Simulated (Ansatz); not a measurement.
Geometry optimisation, RKS B3LYP-D4/def2-SVP in Ansatz 0.2.0.

input.yaml

```yaml
crystal:
  periodic: [false, false, false]
  atoms:
    - { symbol: Zn, position_ang: [0.0, 0.0, 0.0] }
    - { symbol: C, position_ang: [0.0, 0.0, 1.98] }
    - { symbol: H, position_ang: [-0.9996, -0.3092, 2.3505] }
    - { symbol: H, position_ang: [0.7676, -0.7111, 2.3505] }
    - { symbol: H, position_ang: [0.232, 1.0203, 2.3505] }
    - { symbol: O, position_ang: [0.0, 0.0, -1.79] }
    - { symbol: H, position_ang: [0.2547, -0.9174, -2.1271] }
basis:
  gaussian: { orbitals: def2-SVP }
hamiltonian:
  xc: b3lyp
  dispersion: d4
relax:
  f_tol: 0.02
  max_steps: 40
output:
  orbitals: {}
```

Launched with:

```bash
$ ansatz run input.yaml --threads 1 --pin off --max-ram 2048MiB --backend cpu --events-out ev --progress --plain --runs-dir out
```

Question: Where does it end, and by what steps?

Answer: The forces met the threshold. After 6 steps the energy has fallen by 0.072 eV; H7 moved furthest, 0.10 Å.

```tsv
step	energy less start (eV)	largest force component (eV/Å)	accepted
0	0.0000	1.724	yes
1	-0.0582	0.599	yes
2	-0.0686	0.162	yes
3	-0.0694	0.288	yes
4	-0.0707	0.072	yes
5	-0.0717	0.040	yes
6	-0.0718	0.001	yes
```

```xyz
7
Properties=species:S:1:pos:R:3
Zn 0.022 -0.085 0.030
C 0.000 -0.004 1.965
H -0.988 -0.289 2.361
H 0.751 -0.685 2.397
H 0.226 1.017 2.312
O 0.004 -0.024 -1.753
H 0.240 -0.847 -2.199
```

Whether the end is a true minimum wasn't checked by a vibrational analysis.

Run time: 25 s on 1 thread of Arm Neoverse V1, with other jobs on the host, peak memory 0.15 GiB.
